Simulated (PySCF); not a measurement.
# Reading the logs of faulty runs: AlBClH3N cation

Calculated results; nothing here was measured. They come from PySCF 2.14.0, an open-source quantum chemistry program, on an isolated molecule that a program drew, which may never have been made. The molecule is AlBClH3N cation (charge +1, singlet), drawn as the SMILES string `[BH+][NH][AlH][Cl]`.

Each row is a Hartree-Fock (HF) and frozen-core CCSD(T) single point in the cc-pV(D+d)Z basis, meant for a local HF minimum. Run 1 is clean. Each other run has one planted mistake out of seven kinds, and not every kind appears here: one electron removed, one electron added, multiplicity raised by two, geometry at a saddle point, minimal basis STO-3G, one bond length entered in bohr, all coordinates scaled. The reference is restricted for singlets and unrestricted otherwise, and also for a bond in bohr. Adding or removing an electron swaps singlet and doublet. Electrons count all cores. HOMO and LUMO are orbital energies over both spins, the gradient is its largest component, and the lowest frequency (negative if imaginary) is given only where the gradient is small. Bond lengths are over the 6 bonds as drawn. T1 is the CCSD diagnostic: over 0.02 (restricted) or 0.045 (unrestricted) a single reference is doubtful.

Geometry of the clean run:
```xyz
7
AlBClH3N cation, angstrom
B    -0.1474    0.5334    2.7854
N    -0.3084    0.9772    1.5684
Al   -1.5325    0.2267    0.3050
Cl   -2.4863   -1.3535    1.2378
H    -0.0245    0.1137    3.8708
H     0.2485    1.7709    1.2684
H    -1.5747    0.8988   -1.0814
```

| run | electrons | basis functions | <S^2> | HOMO (eV) | LUMO (eV) | gradient (hartree/bohr) | lowest frequency (cm^-1) | mean bond (Å) | longest bond (Å) | T1 | HF (hartree) | CCSD(T) (hartree) | mistake |
|---|---|---|---|---|---|---|---|---|---|---|---|---|---|
| 1 | 44 | 89 | 0.000 | -17.15 | -3.56 | 2.5e-05 | 98 | 1.5021 | 2.068 | 0.0138 | -782.17901 | -782.64986 | no fault |
| 2 | 44 | 89 | 0.865 | -14.31 | -4.28 | 1.4e-02 | - | 1.7306 | 2.913 | 0.0461 | -782.07810 | -782.53508 | one bond length entered in bohr |
| 3 | 44 | 89 | 0.000 | -17.27 | -3.49 | 1.9e-02 | - | 1.4750 | 2.031 | 0.0132 | -782.17656 | -782.64505 | ? |
| 4 | 44 | 31 | 0.000 | -15.08 | -0.85 | 3.4e-02 | - | 1.5021 | 2.068 | 0.0184 | -773.41408 | -773.57452 | ? |

**Which mistake was planted in run 3, and what did it cost?**

The mean and the longest bond both change by the same factor, 0.982, and the gradient is no longer small. So the mistake is: all coordinates scaled. Subtracting run 1 and multiplying by 627.51 kcal/mol a hartree, the energy moved by 1.5 kcal/mol in HF and 3.0 kcal/mol in CCSD(T).

**Which mistake was planted in run 4, and what did it cost?**

It has 31 basis functions where the clean run has 89, with the same electrons and geometry. So the mistake is: minimal basis STO-3G. Subtracting run 1 and multiplying by 627.51 kcal/mol a hartree, the energy moved by 5500.1 kcal/mol in HF and 5694.9 kcal/mol in CCSD(T).

Cautions from the logs. Run 2: T1 is over the limit, so its CCSD(T) energy is less reliable.
